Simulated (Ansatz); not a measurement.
Input file for Ansatz (a program for electronic structure): R-PBE0/def2-TZVPP on C7H6 (SMILES [CH]c1ccccc1), 2S+1 = 1, a spin state set in the input, which need not be the lowest.

Ansatz 0.2 input:
```yaml
crystal:
  periodic: [false, false, false]
  atoms:
    - {symbol: C, position_ang: [2.45108144, -0.30335933, -0.17034797]}
    - {symbol: C, position_ang: [1.03653439, -0.09983224, -0.07102059]}
    - {symbol: C, position_ang: [0.20399316, -1.24327361, -0.05773717]}
    - {symbol: C, position_ang: [-1.17094693, -1.12662569, 0.03590584]}
    - {symbol: C, position_ang: [-1.74681166, 0.13957058, 0.11866156]}
    - {symbol: C, position_ang: [-0.95772559, 1.29036946, 0.10846902]}
    - {symbol: C, position_ang: [0.41574678, 1.17092275, 0.01482142]}
    - {symbol: H, position_ang: [2.92378449, 0.69795518, -0.16529850]}
    - {symbol: H, position_ang: [0.68796267, -2.20855365, -0.12375144]}
    - {symbol: H, position_ang: [-1.79920936, -2.00749063, 0.04528667]}
    - {symbol: H, position_ang: [-2.82340036, 0.23304557, 0.19206125]}
    - {symbol: H, position_ang: [-1.42375419, 2.26494901, 0.17364839]}
    - {symbol: H, position_ang: [1.04338718, 2.05346298, 0.00554098]}
basis:
  gaussian:
    orbitals: def2-TZVPP
hamiltonian:
  xc: {name: PBE0}
```

The head of its log:

```
WARN ansatz: RAYON_NUM_THREADS=6 ignored (pool sized by the plan → 6); use --threads N
Functional definition: PBE0
integrals: 0.26 GiB planned
1614 factors; their error is unknown
mean field: 2.49 GiB planned
mean field evaluation 1: about -7338.2438 eV, gradient 5.7e1 eV
mean field evaluation 2: about -7336.5918 eV, gradient 6.3e1 eV
```

Q: What total energy does the run end on?

A: -269.9811 hartree.
